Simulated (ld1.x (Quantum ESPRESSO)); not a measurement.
## Before and after: TM semilocal potential for N

ld1.x (Quantum ESPRESSO) 7.5 input, shortened:

```
&input
   title='N', zed=7., rel=1, dft='PZ', iswitch=3,
   config='[He] 2s2 2p3 3d-2'
 /
 &inputp
   pseudotype=1, tm=.true., lloc=1,
   nlcc=.false.
 /
3
2S  1  0   2.00   0.00  0.95  0.95  0.0
3D  3  2  -2.00   0.15  1.05  1.05  0.0
2P  2  1   3.00   0.00  1.20  1.20  0.0
 &test
   configts(1)='2s2 2p3'
 /
```

All-electron outer shells of the reference configuration (LDA (PZ), scalar-relativistic, ld1.x):

```tsv
shell	level (eV)	outermost node (bohr)	outermost maximum (bohr)
1s	-381.53	–	0.15
2s	-18.42	0.32	1.02
2p	-7.24	–	0.97
```

Change: core correction a·sin(br)/r model core inside 0.56 bohr.

Cutoffs: the cutoffs (Ry, on a coarse ladder) from which the occupation-weighted sum of valence levels, in a spherical-Bessel basis at the reference potential, stays within 10 and 1 mRy of its value at 400 Ry; they do not see the model core or the augmentation charge, which bear on the density cutoff. Errors are all-electron minus pseudo energies relative to the spin-unpolarised reference configuration.

What does the change do?

The potential gets neither clearly harder nor softer (80 Ry and 140 Ry → 80 Ry and 140 Ry); of the 9 tests that both files solve, the error grows in 0 and shrinks in 8 by more than 15 % and 0.3 meV (median size 47.3 → 37.1 meV); neither file shows a bound ghost. Exchange and correlation are not linear in the density, so unscreening with the valence charge alone errs where core and valence overlap; a model core restores that term. A semilocal file is local in each channel, so a ghost entry of none says nothing of the separable form that plane-wave codes build from it. A model core, the more so a compact one, raises the density cutoff, which this test does not measure.

| quantity | base | changed |
| --- | --- | --- |
| cutoff, loose | 80 Ry | 80 Ry |
| cutoff, tight | 140 Ry | 140 Ry |
| bound ghosts | none | none |
| error for 2s2 2p2, meV [ΔE 13.73 eV] | +4.4 | +1.8 |
| error for 2s2 2p1, meV [ΔE 42.70 eV] | +68 | +39 |
| error for 2s2 2p0, meV [ΔE 89.87 eV] | +384 | +230 |
| error for 2s0 2p5, meV [ΔE 22.45 eV] | +47 | +37 |
| error for 2s1 2p4, meV [ΔE 11.20 eV] | +12 | +9.0 |
| error for 2s2 2p3.3, meV [ΔE -1.67 eV] | +0.1 | +0.1 |
| error for 2s1 2p3, meV [ΔE 25.18 eV] | +1.5 | +0.8 |
| error for 2s2 2p3 (spin-polarised), meV [ΔE -2.89 eV] | +294 | +104 |
| error for 2s2 2p2 (spin-polarised), meV [ΔE 12.04 eV] | +206 | +70 |
| s: phases at 1.30 bohr within 0.05 rad from the reference energy up to (Ry; the scan ends near 5) | to the end of the scan | to the end of the scan |
| p: phases at 1.30 bohr within 0.05 rad from the reference energy up to (Ry; the scan ends near 5) | to the end of the scan | to the end of the scan |
| d: phases at 1.30 bohr within 0.05 rad from the reference energy up to (Ry; the scan ends near 5) | to the end of the scan | to the end of the scan |
